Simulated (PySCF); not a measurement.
**Mayer bond orders and bond lengths**

Compound: BClH4O2Si.
Numbering: `[OH:1][B:2]([OH:3])[SiH2:4][Cl:5]` (hydrogens: H6 on O1; H7 on O3; H8, H9 on Si4)

Geometry (PBE0-D3(BJ)/def2-SVP, Å), atoms numbered from 1 in this order:
```xyz
9
BClH4O2Si angstrom
O      3.5164    2.4349    3.2763
B      4.2160    1.9713    2.2085
O      3.7885    0.9984    1.3610
Si     6.0475    2.7828    1.8759
Cl     7.2076    2.4499    3.5778
H      2.6682    2.0049    3.4385
H      2.9235    0.6218    1.5646
H      6.7530    2.1608    0.7170
H      5.9921    4.2597    1.6554
```

Bond orders from the PBE0/pcSseg-1 density (PySCF). One conformer (not necessarily the lowest) at the PBE0-D3(BJ)/def2-SVP geometry, without solvent, vibrations or thermal averaging.

(1) Where do the orders between heavy atoms depart from those drawn in the SMILES?

(2) Set the Mayer orders of the bonds beside their lengths.

(3) Sum the orders of all bonds at each heavy atom with more than one neighbour and set the sums beside the valence in the SMILES.

Results:

(1) The largest departure is 0.234, at O1–B2 (drawn single, 1.234). Drawn single, order above 1.12: O1–B2 (1.234) and B2–O3 (1.228). Drawn single, order below 0.88: B2–Si4 (0.862).

(2) 
| bond | drawn as | length (Å) | Mayer order |
| --- | --- | --- | --- |
| O1–B2 | single | 1.358 | 1.234 |
| B2–O3 | single | 1.359 | 1.228 |
| B2–Si4 | single | 2.031 | 0.862 |
| Si4–Cl5 | single | 2.086 | 0.925 |
| O1–H6 | single | 0.965 | 0.919 |
| O3–H7 | single | 0.965 | 0.918 |
| Si4–H8 | single | 1.493 | 0.938 |
| Si4–H9 | single | 1.494 | 0.937 |

(3) O1 2.153 (drawn 2), B2 3.324 (drawn 3), O3 2.146 (drawn 2), Si4 3.662 (drawn 4). Orders between atoms that aren't bonded are not in these sums.

Mayer orders depend on the basis set.
